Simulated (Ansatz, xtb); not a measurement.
C4H9ClOSi: 6 structures ranked

6 gas-phase structures of C4H9ClOSi, from a drawn sample of its isomers (lower ones may exist). Each was relaxed with GFN2-xTB; where two conformers were screened, the lower at r2SCAN-D4/def2-SVP is listed:

A. `O[Si@@H]1CC[C@@H](Cl)C1`, a singlet
B. `C[C@H](/C=C\Cl)O[SiH3]`, a singlet
C. `Cl[C@@H]1CC[SiH2]OC1`, a singlet
D. `CC(C)=C(Cl)O[SiH3]`, a singlet
E. `C=CO[Si@H](Cl)CC`, a singlet
F. `CC[C@@H]1CO[Si@H]1Cl`, a singlet

Task: Which do you expect lowest at r2SCAN-D4/def2-SVP, and how would the others follow?

Result: Calculated order at r2SCAN-D4/def2-SVP: E (0.000), F (0.150), A (0.267), C (0.877), D (1.724), B (2.125) eV.

Energies above the lowest of each column, in eV; the last columns are at PBE-D3(BJ)/def2-SVP geometries and were run for some of them only (a dash: not run or not comparable):

```
structure  GFN2-xTB  HF/STO-3G  r2SCAN-D4/def2-SVP  PBE-D3(BJ)/def2-SVP  CCSD(T)/def2-SVP + ΔMP2/def2-TZVPP
        E     0.240      0.707               0.000                0.000                               0.000
        F     0.000      0.000               0.150                0.077                               0.127
        A     0.483      0.481               0.267                0.301                               0.239
        C     0.335      0.673               0.877                    –                                   –
        D     0.429      2.430               1.724                    –                                   –
        B     1.016      3.121               2.125                    –                                   –
```

CCSD(T)/def2-SVP + ΔMP2/def2-TZVPP puts E lowest of those it was run on; GFN2-xTB picks F, HF/STO-3G picks F. Some further structures that were screened fall inside this span and aren't listed. Flexible structures stand in one conformer each, not always the lowest. Frequencies (GFN2-xTB) were run for A, E, F alone. ΔMP2 is the change of the MP2 energy from the smaller to the larger basis.

Over these structures GFN2-xTB departs from r2SCAN-D4/def2-SVP by 0.542 eV on average once a common shift is removed. A GFN2-xTB relaxation took about 0.12 s and the r2SCAN-D4/def2-SVP energy about 2.2 s on a shared host (Ansatz 0.2.0, xtb 6.7.1).
